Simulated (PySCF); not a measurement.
MoOF₃, SMILES [O]=[Mo+]([F])([F])[F], charge +1, multiplicity 1. The structure is a stationary point at r2SCAN-D4/def2-SVP. The spin state was assumed, not searched. The isomer is the one that the SMILES or the coordinates give; other isomers of the formula were not compared. The def2 effective core potentials stand for the cores of Mo; spin–orbit coupling is left out.

Q: Give the equilibrium geometry at r2SCAN-D4/def2-SVP (PySCF confirms it by a frequency run) as bond lengths and angles, and its point group. (Estimate from the structure and the level; the computed values follow.)

A: point group C3v.
Atoms: Mo1 O2 F3 F4 F5. Bonded distances (Å): Mo1–O2 1.634, Mo1–F3 1.780, Mo1–F4 1.780, Mo1–F5 1.780. Bond angles (°): O2–Mo1–F3 106.3, O2–Mo1–F4 106.3, O2–Mo1–F5 106.3, F3–Mo1–F4 112.5, F3–Mo1–F5 112.5, F4–Mo1–F5 112.5.
Charge +1, spin multiplicity 1.
